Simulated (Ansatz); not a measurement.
Consider the ligand exchange at a Ga–N bond: `C[N](C)[Ga]([Cl])[Cl]` + `N=C=O` → `O=C=[N][Ga]([Cl])[Cl]` + `CNC`.

Program: Ansatz. Geometries: PBE0-D4/def2-TZVP. ΔE: electronic, gas phase. CCSD(T)/CBS is the MP2 limit (def2-TZVPP, def2-QZVPP) plus CCSD(T) − MP2 in def2-TZVPP, frozen cores. This one scheme is used for every species. Functionals use def2-TZVPP. HSE06 is defined as in plane-wave codes. For Ga outer-core shells are correlated without core-valence functions, which leaves a few kJ/mol of doubt a bond. Scalar relativity is left out up to krypton. One conformer a species, not always the lowest.

| species | HSE06 energy (Eh) |
| --- | --- |
| `C[N](C)[Ga]([Cl])[Cl]` | -2979.29469 |
| `N=C=O` | -168.56095 |
| `O=C=[N][Ga]([Cl])[Cl]` | -3012.82462 |
| `CNC` | -135.04139 |

(1) Work out ΔE.

Largest T1 diagnostic among the species: 0.018.

## Answers

(1) ΔE = (-3012.82462) + (-135.04139) − (-2979.29469) − (-168.56095) = -0.01037 Eh = -6.5 kcal/mol. CCSD(T)/CBS gives -4.6 kcal/mol.

At CCSD(T), def2-SVP lies −1.2 kcal/mol from the extrapolated value and def2-TZVPP −0.9 kcal/mol. From r2SCAN to r2SCAN0 (25 % exact exchange), in def2-TZVPP and without D4, ΔE moves by −1.4 kcal/mol. Leaving LDA and LC-ωPBE aside and taking each functional with its dispersion term where it has one, the values, not all of them listed here, spread over 3.5 kcal/mol, from BHLYP-D4 to BLYP-D4. LDA lies +3.5 kcal/mol from PBE without D4.
